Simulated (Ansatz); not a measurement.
C$_{6}$H$_{16}$Ge (SMILES CC[CH2][Ge]([CH3])([CH3])[CH3]), singlet, at a GFN2-xTB geometry, with bond 22-7 at 1.8 times its length; CASSCF(4,5)/STO-3G (Ansatz, a program for electronic structure).

Here is a job for Ansatz.
Ansatz 0.2 input:
```yaml
crystal:
  periodic: [false, false, false]
  atoms:
    - {symbol: C, position_ang: [3.62134877, 0.07005286, 0.26605658]}
    - {symbol: C, position_ang: [2.16717333, -0.32829868, 0.48874283]}
    - {symbol: C, position_ang: [1.21433000, 0.51479452, -0.34807947]}
    - {symbol: Ge, position_ang: [-0.71187207, 0.03467098, -0.09541700]}
    - {symbol: C, position_ang: [-1.02105394, -1.86196182, -0.60777030]}
    - {symbol: C, position_ang: [-1.23990226, 0.28598399, 1.80546206]}
    - {symbol: C, position_ang: [-1.82968171, 1.21276845, -1.24537683]}
    - {symbol: H, position_ang: [3.77548299, 1.11334321, 0.53459568]}
    - {symbol: H, position_ang: [3.89467242, -0.05647359, -0.77970181]}
    - {symbol: H, position_ang: [4.28637237, -0.54243010, 0.87151817]}
    - {symbol: H, position_ang: [1.91998046, -0.21307851, 1.54671059]}
    - {symbol: H, position_ang: [2.03914735, -1.38267411, 0.23266163]}
    - {symbol: H, position_ang: [1.46786897, 0.40711674, -1.40408370]}
    - {symbol: H, position_ang: [1.34951818, 1.56870244, -0.09903392]}
    - {symbol: H, position_ang: [-0.69214237, -2.04652588, -1.62614020]}
    - {symbol: H, position_ang: [-2.07738590, -2.10600725, -0.54465953]}
    - {symbol: H, position_ang: [-0.48081519, -2.53548027, 0.05066721]}
    - {symbol: H, position_ang: [-1.03313276, 1.30021626, 2.13394835]}
    - {symbol: H, position_ang: [-0.69865952, -0.39738844, 2.45282856]}
    - {symbol: H, position_ang: [-2.30210839, 0.09959221, 1.93334712]}
    - {symbol: H, position_ang: [-1.57036737, 1.09061028, -2.29271564]}
    - {symbol: H, position_ang: [-3.72495938, 0.78313012, -1.03484530]}
    - {symbol: H, position_ang: [-1.68919635, 2.25688933, -0.98239285]}
basis:
  gaussian:
    orbitals: STO-3G
hamiltonian:
  xc: hf
magnetization: {spin_polarized: false}
correlation: {active_space: {window: {electrons: 4, orbitals: 5}}}
```

What the program printed (banner, timings and long lists left out):

```
Functional definition: HF
829 factors; integrals over basis functions are off by at most 4.2e-5 eV
mean field evaluation 1: about -62186.4661 eV, gradient 1.8e1 eV
mean field evaluation 2: about -62186.7616 eV, gradient 1.7e1 eV
mean field evaluation 4: about -62188.2840 eV, gradient 2.9e0 eV
mean field evaluation 8: about -62188.3161 eV, gradient 4.2e-4 eV
mean field -62188.31609444 eV, -2285.3784637161 hartree, gradient 2.8e-6 eV, S^2 0.000000; 0 other end points of the search recorded, 0 dependent functions left out
reference -62188.31609444 eV, -2285.3784637161 hartree; 42, 42 occupied and 22, 22 virtual orbitals, 829 factors
state -62191.11507353 eV, -2285.4813243005 hartree
1 active orbitals were swapped for others, from the solution at -62191.11242405 eV, -2285.4812269337 hartree to that at -62191.11507353 eV, -2285.4813243005 hartree; typed "places" are swapped only where nearly empty or full, and so, without "given_window_search", are "orbital_numbers", "shells" and a window whose orbitals a file names under [Active]
Total energy: -62191.11507353 eV, -2285.4813243005 hartree
```
